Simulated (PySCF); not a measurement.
**Dipole moment and polarisability of `C[O+](C)[GaH2-][CH2]Cl`**

C3H10ClGaO.
Cartesian coordinates in Å at the PBE0-D3(BJ)/def2-SVP level; atoms count from 1:
```
atom  x, y, z in Å
C1    -0.9541    1.3556    0.1316
O2    -0.8072   -0.0419    0.0478
C3    -2.0155   -0.7663    0.0956
Ga4    1.0623   -1.1268   -0.1294
C5     2.3496    0.4008   -0.1369
Cl6    3.9527   -0.4247   -0.2935
H7    -1.4325    1.6410    1.0844
H8    -1.5624    1.7345   -0.7077
H9     0.0460    1.8024    0.0824
H10   -2.5428   -0.5803    1.0468
H11   -2.6695   -0.4868   -0.7479
H12   -1.7662   -1.8324    0.0225
H13    0.9343   -1.9450    1.2112
H14    0.7538   -1.8061   -1.5173
H15    2.3920    0.9923    0.7887
H16    2.2650    1.0853   -0.9928
```

Level: B3LYP/def2-SVPD (PySCF), static field, nuclei fixed, core orbitals frozen in the response. The polarisability tensor in these axes (au):

```
x   107.93   0.36  -1.95
y     0.36  87.20   0.39
z    -1.95   0.39  79.46
```

Diagonalise the tensor; give its mean and Δα, where Δα² is half the sum of the squared differences of the eigenvalues.

Principal values 79.30, 87.22 and 108.07 au; mean 91.53 au = 13.56 Å³ = 15.09 × 10⁻⁴⁰ C²·m²/J; Δα = 25.74 au (28 % of the mean).

What is the dipole moment, and where does it point?

(-5.65, 2.95, 0.54) D, 6.39 D in size, pointing from the negative to the positive side. Measured along this direction, the outermost atoms are Cl6 at the negative end and H8, H7, H11 and H10 at the positive end.

Rayleigh depolarisation ratio (linearly polarised light, static tensor)?

ρ = 3Δα²/(45ᾱ² + 4Δα²) = 1987.4/(376997 + 2649.8) = 0.00523.

Molar refractivity from α?

Lorentz–Lorenz: R = (4π/3)N_A α = 2.5225 cm³/(mol·Å³) × 13.56 Å³ = 34.2 cm³/mol, in the limit of long wavelengths.

Find the Langevin capture rate constant for NH4+ (18.034 u) meeting this molecule (165.968 u), k = 2.342 × 10⁻⁹ cm³/s × √(α in Å³ / reduced mass in u).

The reduced mass is 16.27 u, so k = 2.14 × 10⁻⁹ cm³/s. The formula leaves out the permanent dipole, which adds to the capture rate.

Geometry: PBE0-D3(BJ)/def2-SVP, one conformer, isolated molecule. The calculation is non-relativistic, for gallium too.
